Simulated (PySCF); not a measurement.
Mapped SMILES: `[CH:1]#[C:2][c:3]1[n:4][n:5][n:6]([CH3:7])[c:8]1[CH3:9]`. Hydrogens are named by the atom that carries them.

Theory: coordinates at the GFN2-xTB level, NMR shieldings at PBE0/pcSseg-1/GIAO, in PySCF 2.14 (a single conformation, rapidly exchanging positions averaged, no solvent model, no relativistic terms).

**Question.** Predict the 2D correlation tables (HSQC, COSY, HMBC).

**Answer.** 

HSQC (one-bond C–H):
```
          δH         δC
4.03 (H(C7))  34.8 (C7)
2.99 (H(C1))  91.2 (C1)
2.50 (H(C9))  10.5 (C9)
```

HMBC (two and three bonds, from the bond graph):
```
          δH                      δC
4.03 (H(C7))              145.3 (C8)
2.99 (H(C1))   133.6 (C3), 79.5 (C2)
2.50 (H(C9))  145.3 (C8), 133.6 (C3)
```

No COSY cross peaks are expected.

δ = σ(ref) − σ, references computed at the same level: 1H and 13C against TMS.

Short H···H contacts in this conformer between protons four or more bonds apart (candidates for NOE cross peaks, intensity ∝ r⁻⁶): H(C7)···H(C9) 2.69 Å.

Shifts are as computed. Against solution values, carbons near 30 ppm lie about +3 ppm off and those near 130 ppm about +5 ppm. Of 1211 compounds with measured shifts, 218 miss one by over three times the rms of a fit or turn the order of signals round; such compounds aren't used in these exercises.
